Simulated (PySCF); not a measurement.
Vertical excitations of a molecule C2H9FOSi2 from TDA-PBE/def2-SVPD in PySCF 2.14.0, as energy in eV (oscillator strength): 6.09 (0.009), 6.39 (0.025), 6.58 (0.003), 6.74 (0.024), 6.76 (0.002), 6.90 (0.005). Lowest triplet (TDA): 5.76 eV. Geometry optimised at r2SCAN-D4/def2-SVP. Other conformers were not sampled.

Problem. Which molecule gave these data?
A. C[Si@H](F)CO[SiH3]
B. CCO[SiH2][SiH2]F
C. C[Si@H](O)[C@H](F)[SiH3]
D. C[C@@](O)([SiH3])[SiH2]F

Solution. C, C[Si@H](O)[C@H](F)[SiH3]
